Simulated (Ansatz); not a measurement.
ClGeH$_{2}$N, SMILES `[NH2][Ge][Cl]`. Charge 0, multiplicity 1.

```tsv
atom	x (Å)	y (Å)	z (Å)
N1	0.3690	-0.5934	-0.0285
Ge2	-0.6938	0.3604	1.0847
Cl3	-1.0654	2.0156	-0.3308
H4	0.6111	-0.3081	-0.9656
H5	0.7791	-1.4745	0.2401
```

(1) What are the harmonic wavenumbers in cm⁻¹ at PBE0-D4/def2-TZVP (Ansatz, finite differences of forces, unscaled)? (Estimate.)

(2) Is this a minimum?

(3) Give the ideal-gas thermochemistry at 298.15 K and 1 bar (rigid rotor, harmonic oscillator; point group Cs, symmetry number 1).

(4) And at 400, 500, 600, 800 and 1000 K?

## Answers

(1) The calculation gave: 212, 378, 435, 504, 702, 735, 1547, 3573, 3694.

(2) Yes, all 9 modes are real.

(3) Zero-point energy 70.5 kJ/mol; H(298) − E = 84.5 kJ/mol; entropy 296.7 J/(mol·K), of which translation 169.0, rotation 106.1, vibration 21.5; G(298) − E = -3.9 kJ/mol.

(4) 
```tsv
T (K)	H − E (kJ/mol)	S (J/mol/K)	G − E (kJ/mol)
400	91.6	316.9	-35.2
500	99.0	333.5	-67.7
600	106.9	347.9	-101.8
800	123.5	371.7	-173.9
1000	140.9	391.1	-250.2
```
